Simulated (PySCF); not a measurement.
Cl6Si2, triplet, at the geometry of the source list (a higher spin typed on purpose: for a closed-shell molecule this is an excited state). Base run: DF-PBE0/6-31G (PySCF).

Input for PySCF:
```python
from pyscf import gto, scf, dft

mol = gto.M(
    atom='''
Cl    2.12070000   -0.45550000   -1.55080000
Si    1.15080000   -0.11000000    0.18490000
Cl    1.90370000    1.57270000    1.00630000
Cl    1.52670000   -1.64790000    1.43660000
Si   -1.15080000    0.11000000   -0.18490000
Cl   -1.52670000    1.64790000   -1.43650000
Cl   -1.90370000   -1.57260000   -1.00630000
Cl   -2.12080000    0.45550000    1.55080000
''',
    basis='6-31g',
    spin=2,
    verbose=4,
)

mf = dft.UKS(mol)
mf.xc = 'pbe0'
mf = mf.density_fit(auxbasis='def2-universal-jkfit')
mf.kernel()
```

Variants of this job, named by their change:

| change | ΔE vs base (µEh) | grid points | electrons on the grid |
|---|---|---|---|
| base | 0.0 | 151640 | 130.00000 |
| grids.level = 1 | -53.7 | 50720 | 130.00002 |
| grids.becke_scheme = stratmann | -4.1 | 151640 | 130.00000 |
| grids.prune = off | 0.1 | 277760 | 130.00000 |
| grids.radi_method = delley | 0.7 | 155480 | 130.00000 |
| grids.atom_grid = (75, 302) | -8.0 | 109632 | 130.00001 |
| grids.atom_grid = (150, 974) | -4.7 | 593280 | 130.00000 |
| grids.level = 4 | -5.1 | 229976 | 130.00000 |
| grids.atom_grid = (50, 194) | -53.7 | 50720 | 130.00002 |
| grids.level = 5 | -5.3 | 345392 | 130.00000 |
| small_rho_cutoff = 0 | 0.0 | 151640 | 130.00000 |

Open shells are given as the SCF converged; they aren't shown to be the lowest states, and a large step between rows can be another state.
